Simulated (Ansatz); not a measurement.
Cost and result up the ladder for the cluster P3Se (the lowest doublet isomer of a short search) (4 atoms). Charge 0, multiplicity 2. Geometry: PBE-D4/def2-SVP.

Cartesian coordinates in Å:
```
P 0.578 1.119 0.274
P 0.325 -0.567 -1.111
P 0.706 -0.968 1.049
Se -1.609 0.416 -0.212
```

Ansatz on 4 threads of Arm Neoverse V2 on a shared host. Times are rough, and most runs start from the orbitals of an earlier one. ωB97X-V/def2-TZVP serves as the yardstick here, not as an exact answer. Differences are given only for rows in sets of like size (and for xTB, whose basis is part of the method), since another set adds its own error. Binding counts from free atoms at the same level (P quartet, Se triplet; other spins of the atoms weren't run), without zero-point energy or a counterpoise term.

Correlated methods freeze 24 core orbitals; core or outer-core shells of Se are correlated, in sets that lack core-valence functions. The structure comes from a short search, and lower isomers may exist.

Correlated methods converge slowly with the basis.

```json
{"level": "RPA@PBE/def2-TZVP", "functions": "159", "binding energy per atom (eV)": "2.36", "difference from ωB97X-V/def2-TZVP (eV)": "-0.36"}
{"level": "r2SCAN-D4/def2-TZVP", "functions": "159", "binding energy per atom (eV)": "2.70", "difference from ωB97X-V/def2-TZVP (eV)": "-0.01"}
{"level": "PBE-QIDH/def2-TZVP", "functions": "159", "binding energy per atom (eV)": "2.58", "difference from ωB97X-V/def2-TZVP (eV)": "-0.14"}
{"level": "r2SCAN0-D4/def2-TZVP", "functions": "159", "binding energy per atom (eV)": "2.56", "difference from ωB97X-V/def2-TZVP (eV)": "-0.16"}
{"level": "PBE0-D4/def2-TZVP", "functions": "159", "binding energy per atom (eV)": "2.73", "difference from ωB97X-V/def2-TZVP (eV)": "0.01"}
{"level": "ωB97X-V/def2-TZVP", "functions": "159", "binding energy per atom (eV)": "2.71", "difference from ωB97X-V/def2-TZVP (eV)": "0.00"}
{"level": "PBE0-D4/def2-SVP", "functions": "86", "binding energy per atom (eV)": "2.58", "difference from ωB97X-V/def2-TZVP (eV)": "–"}
{"level": "revPBE-D4/def2-TZVP", "functions": "159", "binding energy per atom (eV)": "2.83", "difference from ωB97X-V/def2-TZVP (eV)": "0.12"}
{"level": "PBE-D4/def2-TZVP (with forces)", "functions": "159", "binding energy per atom (eV)": "2.93", "difference from ωB97X-V/def2-TZVP (eV)": "0.22"}
{"level": "PBE-D4/def2-TZVPD", "functions": "186", "binding energy per atom (eV)": "2.94", "difference from ωB97X-V/def2-TZVP (eV)": "0.22"}
{"level": "BHLYP-D4/def2-TZVP", "functions": "159", "binding energy per atom (eV)": "2.42", "difference from ωB97X-V/def2-TZVP (eV)": "-0.29"}
{"level": "r2SCAN-D4/def2-TZVPD", "functions": "186", "binding energy per atom (eV)": "2.71", "difference from ωB97X-V/def2-TZVP (eV)": "0.00"}
{"level": "PBE-D4/def2-SVP", "functions": "86", "binding energy per atom (eV)": "2.81", "difference from ωB97X-V/def2-TZVP (eV)": "–"}
{"level": "CCSD(T)/def2-TZVP", "functions": "159", "binding energy per atom (eV)": "2.36", "difference from ωB97X-V/def2-TZVP (eV)": "-0.35"}
```

Question: Estimate how long each takes.

Answer: PBE-D4/def2-SVP 0.95 s; PBE0-D4/def2-SVP 1.5 s; revPBE-D4/def2-TZVP 2.2 s; PBE-D4/def2-TZVP (with forces) 2.5 s; RPA@PBE/def2-TZVP 3.2 s; PBE-D4/def2-TZVPD 3.3 s; PBE0-D4/def2-TZVP 3.5 s; BHLYP-D4/def2-TZVP 4.4 s; r2SCAN-D4/def2-TZVP 5.5 s; PBE-QIDH/def2-TZVP 5.5 s; r2SCAN0-D4/def2-TZVP 6.5 s; r2SCAN-D4/def2-TZVPD 7.5 s; ωB97X-V/def2-TZVP 7.5 s; CCSD(T)/def2-TZVP 25 s. On shared hardware such times vary by a factor of up to 3.
